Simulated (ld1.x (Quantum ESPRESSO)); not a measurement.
Reading a pseudo-wave (C (Z = 6))

Columns: radius, all-electron u(r) and pseudo u(r) of the 2p shell (level -5.42 eV) of carbon in the configuration [He] 2s2 2p2; LDA (PZ), scalar-relativistic, PAW scheme, ld1.x (Quantum ESPRESSO) 7.5.

```csv
r (bohr),all-electron,pseudo
0.103,0.0501,0.0103
0.205,0.1517,0.0402
0.308,0.2660,0.0881
0.410,0.3727,0.1500
0.513,0.4661,0.2228
0.615,0.5420,0.3005
0.718,0.6022,0.3797
0.820,0.6464,0.4545
0.923,0.6774,0.5222
1.025,0.6962,0.5786
1.128,0.7053,0.6226
1.230,0.7062,0.6526
1.332,0.7006,0.6693
1.435,0.6898,0.6741
1.538,0.6749,0.6686
1.640,0.6571,0.6555
1.743,0.6369,0.6369
1.845,0.6153,0.6155
1.948,0.5924,0.5924
2.050,0.5691,0.5691
2.153,0.5452,0.5452
2.255,0.5216,0.5216
2.358,0.4978,0.4978
2.460,0.4747,0.4747
2.562,0.4520,0.4520
2.665,0.4297,0.4297
```

Q: How many radial nodes do the two functions have?

A: The all-electron 2p function has n − l − 1 = 0; the pseudo-wave has 0.

Q: At about which radius was the pseudo-wave matched?

A: 2.05 bohr. The columns agree to 0.0005 from 1.74 bohr on; several derivatives are matched, so the curves merge somewhat inside the radius.

Q: Is the pseudo-wave norm-conserving?

A: No, it belongs to a PAW set: the norm inside the radius is not constrained, and the difference is carried by the augmentation charge.
